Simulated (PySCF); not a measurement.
## Correlation energy of Au³⁺ (gold, charge +3)

[Xe] 4f14 5d8, high-spin 3F determinant. Calculation: PySCF 2.14, in def2-TZVPPD with the def2 core potential (60 electrons) (6s5p3d2f1g, 59 functions); a scalar-relativistic core potential. Frozen: 5s2 5p6; 8 electrons correlated.

```tsv
level	correlation energy (mhartree)
CCSD	-188.11
(T)	-4.25
CCSD(T)	-192.36
```

Diagnostics: T1 = 0.0016, D1 = 0.0026, largest double amplitude 0.023.

Q: Is a single reference adequate?

A: Yes, within this model without spin-orbit coupling: T1 lies below 0.03 and no double amplitude reaches 0.07.
